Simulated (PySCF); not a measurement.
**Basis-set dependence of excited states**

C3H12Si2.
Structure used (PBE0-D3(BJ)/def2-SVP), in Å, numbered top down from 1:
```
atom  x, y, z in Å
C1    -2.9430    0.5674   -0.2161
Si2   -1.4687   -0.3866    0.4562
C3     0.1709    0.4080   -0.0454
C4     1.4021   -0.3356    0.4887
Si5    3.0377    0.4647   -0.0081
H6    -3.8891    0.1011    0.0990
H7    -2.9274    0.5930   -1.3167
H8    -2.9390    1.6060    0.1499
H9    -1.5382   -0.4478    1.9528
H10   -1.4966   -1.7976   -0.0503
H11    0.1659    1.4550    0.3075
H12    0.2002    0.4667   -1.1483
H13    1.4104   -1.3809    0.1327
H14    1.3725   -0.3972    1.5908
H15    3.1648    0.4963   -1.4994
H16    3.0924    1.8744    0.4926
H17    4.2039   -0.2865    0.5538
```

TDDFT with PBE0 (PySCF), vertical singlets, core orbitals frozen in the response, spherical d and f functions. Geometry: PBE0-D3(BJ)/def2-SVP, one conformer, isolated molecule.

Question: Compare 6-31G*, 6-31+G*, def2-SVP, def2-SVPD, aug-cc-pVDZ and def2-TZVP for this molecule.

Answer: 

| basis | functions | diffuse | S1 (eV) | S2 (eV) | S3 (eV) | S4 (eV) | S5 (eV) | LUMO (eV) | α (au) |
| --- | --- | --- | --- | --- | --- | --- | --- | --- | --- |
| 6-31G* | 102 | no | 7.53 | 8.14 | 8.44 | 8.63 | 8.83 | 1.05 | 78.1 |
| 6-31+G* | 122 | yes | 6.73 | 6.96 | 7.58 | 7.68 | 7.71 | -0.01 | 87.3 |
| def2-SVP | 138 | no | 7.59 | 8.07 | 8.33 | 8.58 | 8.82 | 1.00 | 84.2 |
| def2-SVPD | 204 | yes | 7.02 | 7.32 | 7.83 | 8.01 | 8.16 | 0.36 | 95.8 |
| aug-cc-pVDZ | 231 | yes | 6.63 | 6.88 | 7.30 | 7.38 | 7.42 | -0.15 | 98.0 |
| def2-TZVP | 239 | no | 7.12 | 7.50 | 7.87 | 8.15 | 8.31 | 0.51 | 92.8 |

States are compared by their number. Against the largest diffuse basis here (aug-cc-pVDZ, itself not a converged limit), sets without diffuse functions differ by up to 0.97 eV in S1 and 1.41 eV in S5; the smaller diffuse sets differ by up to 0.39 and 0.74 eV. State by state, the largest deviation of a set without diffuse functions is S1 0.97, S2 1.26, S3 1.13, S4 1.25, S5 1.41 eV. The same number needn't mean the same state in each row. Against aug-cc-pVDZ the polarisability deviates by -20% in 6-31G*, -11% in 6-31+G*, -14% in def2-SVP, -2% in def2-SVPD, -5% in def2-TZVP. A single + in a Pople set puts diffuse functions on heavy atoms only.
